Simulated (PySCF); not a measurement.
Ga(F)(Br)(NH2) (BrFGaH2N), SMILES [NH2][Ga]([F])[Br]. Atoms are numbered in the order given.

```xyz
6

Ga    -0.0306    -0.7470     0.0000
F     -1.6088    -1.5090     0.0000
Br     0.0497     1.5320     0.0000
N      1.4218    -1.8028     0.0000
H      2.3702    -1.4466     0.0000
H      1.3679    -2.8151     0.0000
```
Charge 0, spin multiplicity 1.

The structure is a stationary point at B3LYP-D3(BJ)/def2-SVP. The structure was generated by enumeration; whether it is a known compound was not checked. The values are those of a single conformer.

Level of theory: PBE/def2-TZVP (PySCF).

Symmetry labels are those of the subgroup Cs that the program uses (full group Cs).

Task: List the valence orbital energies around the gap with their symmetry. (The exact figures need the calculation; the answer reports its results.)

Result: 
```tsv
orbital	symmetry	energy (eV)
HOMO−7	A'	-12.05
HOMO−6	A'	-10.05
HOMO−5	A'	-9.41
HOMO−4	A"	-9.16
HOMO−3	A'	-8.53
HOMO−2	A"	-7.62
HOMO−1	A'	-7.40
HOMO	A"	-6.65
LUMO	A'	-2.21
LUMO+1	A"	-1.17
LUMO+2	A'	0.25
LUMO+3	A'	0.90
```
